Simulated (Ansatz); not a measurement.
Start from `C[O][Sn][NH2]` and change one atom or group to get `[NH2][Sn][OH]`.

Ansatz, PBE0-D4/def2-TZVP geometries, multiplicity 1. Each molecule was computed in one conformer, which needn't be the lowest.

Elements past krypton have def2 core potentials.

| property | `C[O][Sn][NH2]` |
| --- | --- |
| HOMO energy (ωB97M-V/def2-TZVPP) / eV | -9.42 |
| HOMO energy (PBE/def2-TZVPP) / eV | -5.83 |
| ideal-gas entropy at 298 K and 1 bar (rigid rotor, harmonic PBE0-D4/def2-TZVP) / J/(mol·K) | 342 |
| HOMO–LUMO gap (PBE0/def2-TZVPP) / eV | 5.67 |
| zero-point energy (PBE0-D4/def2-TZVP) / kJ/mol | 173.3 |
| HOMO–LUMO gap (B3LYP/def2-TZVPP) / eV | 5.19 |

(1) Give the same properties after the change, and the shifts. (Estimate.)

Results:

(1) Computed: 
| property | `[NH2][Sn][OH]` | shift |
| --- | --- | --- |
| HOMO energy (ωB97M-V/def2-TZVPP) / eV | -9.50 | -0.08 |
| HOMO energy (PBE/def2-TZVPP) / eV | -5.93 | -0.10 |
| ideal-gas entropy at 298 K and 1 bar (rigid rotor, harmonic PBE0-D4/def2-TZVP) / J/(mol·K) | 306 | -36 |
| HOMO–LUMO gap (PBE0/def2-TZVPP) / eV | 5.78 | 0.11 |
| zero-point energy (PBE0-D4/def2-TZVP) / kJ/mol | 98.3 | -75.0 |
| HOMO–LUMO gap (B3LYP/def2-TZVPP) / eV | 5.29 | 0.10 |

The zero-point energy changes by -75.0 kJ/mol with -9 modes.

B3LYP here is the variant with VWN-RPA as its local correlation; programs differ in this.
